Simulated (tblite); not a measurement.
Species: C8H8 (charge +1 and doublet state).
Bonds: C1–C2 (double), C2–C3, C3–C4, C4–C5, C5–C6 (double), C6–C7, C7–C8 (double), C3–C8. Hydrogens: H9, H10 on C1; H11 on C2; H12 on C4; H13 on C5; H14 on C6; H15 on C7; H16 on C8.
Bond orders are those of one Lewis drawing.

Computed with GFN2-xTB (tblite), gas phase: L-BFGS steps from a force-field or distance-geometry start until the largest atomic force falls under 0.01 eV/Å.

Step 36: E = -562.5262 eV
```
atom  x, y, z in Å  |  force x, y, z in eV/Å
C1     -2.8301   -0.1019   -0.0970   -0.003  -0.008   0.042
C2     -1.6874   -0.8281    0.0275    0.008  -0.014   0.034
C3     -0.3727   -0.3076    0.2069    0.022   0.002  -0.022
C4      0.7122   -1.2261    0.3232    0.014  -0.007   0.000
C5      2.0047   -0.7779    0.4094    0.005   0.010  -0.006
C6      2.2671    0.6001    0.3942    0.008   0.006   0.021
C7      1.2149    1.5243    0.2988    0.014  -0.003  -0.004
C8     -0.0823    1.0871    0.2237    0.010   0.013  -0.004
H9     -2.8583    0.9741   -0.0394    0.004   0.013  -0.026
H10    -3.7762   -0.5991   -0.2387   -0.022   0.005  -0.006
H11    -1.7609   -1.9083   -0.0099   -0.011  -0.028  -0.017
H12     0.5078   -2.2858    0.3328   -0.043  -0.017  -0.005
H13     2.8199   -1.4813    0.4897    0.001   0.026  -0.006
H14     3.2849    0.9533    0.4743    0.005   0.006   0.004
H15     1.4337    2.5816    0.2912   -0.001  -0.012   0.010
H16    -0.8850    1.8044    0.1693   -0.010   0.008  -0.017
```

Step 37: E = -562.5266 eV
```
atom  x, y, z in Å  |  force x, y, z in eV/Å
C1     -2.8309   -0.1021   -0.0943    0.011  -0.017   0.033
C2     -1.6880   -0.8277    0.0304    0.014  -0.009   0.035
C3     -0.3725   -0.3073    0.2031    0.033   0.001  -0.017
C4      0.7126   -1.2257    0.3196    0.026  -0.001  -0.010
C5      2.0054   -0.7781    0.4092   -0.006   0.017  -0.001
C6      2.2673    0.6007    0.3983    0.010  -0.020   0.016
C7      1.2150    1.5250    0.3012    0.017  -0.017  -0.008
C8     -0.0817    1.0875    0.2186    0.022   0.010   0.001
H9     -2.8606    0.9734   -0.0423    0.010   0.038  -0.021
H10    -3.7758   -0.6003   -0.2346   -0.048  -0.008  -0.006
H11    -1.7626   -1.9078   -0.0012   -0.008  -0.037  -0.018
H12     0.5079   -2.2853    0.3247   -0.042  -0.022  -0.001
H13     2.8208   -1.4824    0.4887   -0.015   0.043  -0.006
H14     3.2854    0.9527    0.4797    0.001   0.011   0.004
H15     1.4342    2.5820    0.2955   -0.002  -0.008   0.011
H16    -0.8839    1.8044    0.1596   -0.021   0.017  -0.016
```

Step 38: E = -562.5272 eV
```
atom  x, y, z in Å  |  force x, y, z in eV/Å
C1     -2.8321   -0.1026   -0.0897    0.024  -0.023   0.015
C2     -1.6887   -0.8276    0.0353    0.015  -0.001   0.030
C3     -0.3717   -0.3068    0.1970    0.033  -0.001  -0.007
C4      0.7135   -1.2255    0.3136    0.028   0.008  -0.021
C5      2.0064   -0.7781    0.4086   -0.018   0.018   0.007
C6      2.2676    0.6013    0.4048    0.011  -0.044   0.004
C7      1.2155    1.5257    0.3046    0.014  -0.030  -0.010
C8     -0.0806    1.0881    0.2108    0.029   0.002   0.006
H9     -2.8637    0.9729   -0.0472    0.018   0.052  -0.012
H10    -3.7761   -0.6019   -0.2285   -0.065  -0.018   0.000
H11    -1.7655   -1.9078    0.0113    0.000  -0.034  -0.015
H12     0.5074   -2.2848    0.3135   -0.034  -0.022   0.002
H13     2.8219   -1.4831    0.4868   -0.026   0.056  -0.002
H14     3.2861    0.9521    0.4878   -0.004   0.016   0.005
H15     1.4348    2.5825    0.3026   -0.003  -0.001   0.012
H16    -0.8824    1.8046    0.1446   -0.024   0.021  -0.013
```

**Question.** Estimate the geometry and energy of step 39. (The exact step hangs on the optimiser's Hessian estimate; all steps are aligned on step 38, rigid shifts and turns removed.)

**Answer.** E = -562.5277 eV, largest force 0.057 eV/Å
```
atom  x, y, z in Å  |  force x, y, z in eV/Å
C1     -2.8332   -0.1032   -0.0846    0.023  -0.019  -0.006
C2     -1.6890   -0.8277    0.0408    0.008   0.005   0.016
C3     -0.3703   -0.3065    0.1905    0.016  -0.002   0.004
C4      0.7149   -1.2255    0.3070    0.015   0.012  -0.026
C5      2.0073   -0.7779    0.4078   -0.025   0.013   0.011
C6      2.2681    0.6017    0.4114    0.007  -0.046  -0.011
C7      1.2163    1.5260    0.3079    0.006  -0.030  -0.007
C8     -0.0792    1.0887    0.2028    0.024  -0.007   0.007
H9     -2.8663    0.9730   -0.0525    0.026   0.039  -0.003
H10    -3.7774   -0.6034   -0.2220   -0.053  -0.016   0.010
H11    -1.7685   -1.9083    0.0234    0.012  -0.018  -0.008
H12     0.5064   -2.2846    0.3033   -0.019  -0.016   0.001
H13     2.8227   -1.4828    0.4844   -0.022   0.052   0.004
H14     3.2867    0.9518    0.4964   -0.007   0.018   0.005
H15     1.4352    2.5829    0.3106   -0.001   0.001   0.010
H16    -0.8812    1.8049    0.1289   -0.011   0.014  -0.008
```

The energy changes by -0.0005 eV. The first-order estimate −F·Δx gives -0.0007 eV and the mean of the old and new forces, exact on a quadratic surface, -0.0005 eV. The step makes an angle of 82° with the force vector and moves no atom by more than 0.016 Å.

What follows is the cost of the whole relaxation. On one thread, Arm Neoverse N1 (aarch64), shared host with 64 logical CPUs at a one-minute load of 58, this took 0.59 s wall.
